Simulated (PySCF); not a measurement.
Excitation energy of Mg by level of theory

Mg [Ne] 3s2 (1S) → Mg [Ne] 3s1 3p1 (3P), as a difference of total energies. All numbers are calculated (PySCF 2.14, the non-relativistic Hamiltonian (point nucleus), in aug-cc-pVQZ). Correlated levels: valence: [Ne] frozen. The calculations carry no spin-orbit coupling.

| method | excitation energy (cm⁻¹) |
| --- | --- |
| UHF | 14442 |
| LDA | 22225 |
| PBE | 21056 |
| PBE0 | 20327 |
| r2SCAN | 19147 |
| r2SCAN0 | 19336 |
| CAM-B3LYP | 22472 |
| HSE06 | 20390 |
| MP2 (valence) | 19278 |
| SCS-MP2 (valence) | 20703 |

Errors of the correlated levels include the incompleteness of this basis and the frozen core.

For comparison: 21891 cm⁻¹ (measured; NIST levels, between the centres of gravity of the two terms).
